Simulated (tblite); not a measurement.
**Question.** Give a GFN2-xTB geometry of `[C@@H](C[CH]C)(O)CC` [radical]. (Doublet state.)

**Answer.** 
```xyz
20
C6H13O angstrom
C     -2.5796    0.8140   -0.5935
C     -1.7419   -0.3998   -0.6968
C     -0.9174   -0.9066    0.4145
C      0.6063   -0.8751    0.1022
O      1.3389   -1.5096    1.1233
C      1.0795    0.5623   -0.1332
C      2.5315    0.6119   -0.5921
H     -2.5242    1.4122   -1.5052
H     -2.2798    1.4299    0.2528
H     -3.6383    0.5578   -0.4566
H     -1.7493   -0.9531   -1.6204
H     -1.0973   -0.3213    1.3207
H     -1.1555   -1.9558    0.6315
H      0.7974   -1.4750   -0.7933
H      1.2473   -0.9888    1.9301
H      0.9678    1.1283    0.7970
H      0.4310    1.0169   -0.8840
H      2.6364    0.1410   -1.5667
H      3.1666    0.0803    0.1128
H      2.8754    1.6410   -0.6654
```

Any rigid rotation of these coordinates is as good. Atoms count from 1 in this order. The C–C distances run from 1.474 Å (C2–C3, drawn single) to 1.556 Å (C3–C4, drawn single), a spread of 0.082 Å. Of the pairs four or more bonds apart, C2···H17 is among the closest relative to their van der Waals radii: 2.60 Å, 90 % of the sum of Bondi's values. C2 (carbon bonded to 2 C and H) is planar (angles 123.1°, 118.6° and 118.3°, sum 360.0°, 0.01 Å off the plane of its three neighbours).

Bonds between heavy atoms (Å): C1–C2 1.478, C2–C3 1.474, C3–C4 1.556, C4–O5 1.408, C4–C6 1.532, C6–C7 1.524.

The geometry is computed with GFN2-xTB (gas phase). This method treats the open shell by occupation alone, without spin polarisation.

Point group: C1 (no symmetry element, even within 0.4 Å). Its GFN2-xTB frequencies are all real (lowest 39 cm⁻¹). Torsions: C1–C2–C3–C4 -116°, C2–C3–C4–O5 -173°, C3–C4–O5–H -66°, C3–C4–C6–C7 -174°. 3 starts were optimised and ended at 0.00, 0.91 and 1.67 kcal/mol (GFN2-xTB); the lowest of these is shown.

Time: 1.1 s wall. Hardware: one thread of an Arm Neoverse V1, no GPU (shared host). That covers the optimisation of the geometry.

One conformer stands for the species.
